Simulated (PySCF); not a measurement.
# Two-component Hartree-Fock for Cu (copper, neutral)

Start: [Ar] 3d10 4s1; 4s1/2 filled at m_j = +1/2. Calculated with PySCF 2.14 in x2c-SVPall-2c (5s5p3d1f, 42 functions): generalised Hartree-Fock with the X2C-1e Hamiltonian and a Gaussian nucleus; one run each with spin-orbit coupling (SO) switched off, then screened by Boettger's factors.

| spinor shell | electrons | ε, spin-free (eV) | ε, screened SO (eV) | weight of nominal j (screened SO) | rms radius, screened SO (bohr) |
| --- | --- | --- | --- | --- | --- |
| 1s1/2 | 2 | -9045.1 | -9045.0 | 1.000 | 0.0602 |
| 2s1/2 | 2 | -1133.4 | -1133.4 | 1.000 | 0.254 |
| 2p1/2 | 2 | -974.46 | -988.57 | 1.000 | 0.226 |
| 2p3/2 | 4 | -974.46 | -967.56 | 1.000 | 0.229 |
| 3s1/2 | 2 | -140.42 | -140.42 | 1.000 | 0.767 |
| 3p1/2 | 2 | -91.652 | -93.546 | 1.000 | 0.815 |
| 3p3/2 | 4 | -91.652 | -90.728 | 1.000 | 0.823 |
| 3d3/2 | 4 | -13.145 | -13.355 | 0.982 | 1.15 |
| 4s1/2 | 1 | -6.664 | -6.664 | 1.000 | 3.54 |

Q: Where does 3d5/2 lie, and what is the 3d spin-orbit splitting (screened SO)?

A: At -13.006 eV, 0.349 eV above 3d3/2.

```tsv
quantity	spin-free	screened SO
E (hartree)	-1652.85513	-1652.88526
M_J	1/2	1/2
⟨J²⟩	0.752	0.752
⟨L²⟩	0.000	0.001
⟨S²⟩	0.752	0.753
```

Without spin-orbit coupling the j labels of p, d and f shells carry no meaning; the spin-free column gives the mean over the occupied spinors of each nl shell.
